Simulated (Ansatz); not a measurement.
Cost and result for the atomization energy of Cl3GaH3P, SMILES `[PH3+][Ga-]([Cl])([Cl])[Cl]` (8 atoms, 7 bonds).

Total charge 0; spin multiplicity 1. Correlated methods include outer-core shells of Ga, which these sets cover unevenly. Scalar relativity is left out up to krypton. All single points use the PBE0-D4/def2-TZVP geometry. It is one conformer, not always the lowest. Program: Ansatz. All runs use 4 threads of a server CPU on a shared host. Times are those of one run each, without the atoms' runs, and a repeat can differ threefold. Electronic energies, without spin–orbit coupling; frozen cores. CCSD(T)/CBS adds CCSD(T) − MP2 in def2-TZVPP to the MP2 limit, and its time is that of the two runs behind it. T1 = 0.011. With those shells the extrapolation isn't a true limit.

CCSD(T)/CBS is a level of theory with its own doubt, some kJ/mol a heavy atom from the limit and from the frozen cores, so smaller differences don't rank the functionals.

| level | functions | wall time | atomization (kJ/mol) | difference from CCSD(T)/CBS | per bond |
| --- | --- | --- | --- | --- | --- |
| LDA (SPW92)/def2-TZVPP | 258 | 2.4 s | 2489.5 | 292.5 | 41.8 |
| BHLYP-D4/def2-TZVPP | 258 | 6.5 s | 2138.6 | -58.4 | -8.3 |
| CAM-B3LYP-D4/def2-TZVPP | 258 | 6.5 s | 2169.6 | -27.4 | -3.9 |
| r2SCAN-D4/def2-TZVPP (with forces) | 258 | 7 s | 2210.4 | 13.4 | 1.9 |
| B2PLYP/def2-TZVPP | 258 | 8.5 s | 2137.9 | -59.1 | -8.4 |
| CCSD(T)/def2-SVP | 119 | 8.5 s | 2018.2 | -178.8 | -25.5 |
| PBE-QIDH/def2-TZVPP | 258 | 9 s | 2189.7 | -7.3 | -1.0 |
| r2SCANh-D4/def2-TZVPP | 258 | 9.5 s | 2199.6 | 2.6 | 0.4 |
| ωB97X-V/def2-TZVPP | 258 | 13 s | 2223.4 | 26.4 | 3.8 |
| B97M-V/def2-TZVPP | 258 | 16 s | 2224.5 | 27.5 | 3.9 |
| MP2/def2-QZVPP | 459 | 29 s | 2210.1 | 13.1 | 1.9 |
| CCSD(T)/def2-TZVPP | 258 | 5 min | 2136.4 | -60.6 | -8.7 |
| CCSD(T)/CBS(def2) | – | 5.4 min | 2197.0 | 0.0 | 0.0 |

From r2SCAN to r2SCAN0 (25 % exact exchange), in def2-TZVPP and without D4, the atomization energy moves by −27.5 kJ/mol: exact exchange takes away binding that semilocal exchange gives to molecules. Leaving LDA and LC-ωPBE aside and taking each functional with its dispersion term where it has one, the values, not all of them listed here, spread over 90.8 kJ/mol, from BLYP-D4 to B97M-V. LDA lies +325.7 kJ/mol from PBE without D4, its usual overbinding. In def2-TZVPP, CCSD(T) changes the Hartree–Fock value by +524.1 kJ/mol (the triples alone add +38.7 kJ/mol) and MP2 by +563.2 kJ/mol; breaking electron pairs costs correlation energy, which Hartree–Fock lacks.
